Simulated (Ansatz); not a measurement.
Job for Ansatz (a first-principles code): R-CCSD(T)/cc-pVTZ on CH5Ga (SMILES [CH3][GaH2]), a point of a torsion scan. The run froze 15 orbitals, filled d shells among them.

Ansatz 0.2 input:
```yaml
crystal:
  periodic: [false, false, false]
  atoms:
    - {symbol: C, position_ang: [-0.94561608, -0.07352324, 0.00273739]}
    - {symbol: Ga, position_ang: [1.06765785, 0.07502352, -0.00086004]}
    - {symbol: H, position_ang: [-1.38503380, 0.49077766, -0.82549216]}
    - {symbol: H, position_ang: [-1.26102893, -1.11756232, -0.09240618]}
    - {symbol: H, position_ang: [-1.36971316, 0.32640257, 0.92882810]}
    - {symbol: H, position_ang: [1.84770941, 1.44338582, 0.12749360]}
    - {symbol: H, position_ang: [2.04697421, -1.15756753, -0.13214029]}
basis:
  gaussian:
    orbitals: cc-pVTZ
magnetization: {spin_polarized: false}
correlation: {method: ccsd_t, electrons: outside_noble_gas}
scf: {lower_state_search: off}
```

Give the final energy of this run.

-1964.3678 hartree (reference determinant -1964.0583, T1 diagnostic 0.009).

How many basis functions does it have, and what does it roughly cost on one machine?

143 functions; very roughly 13 core-seconds.
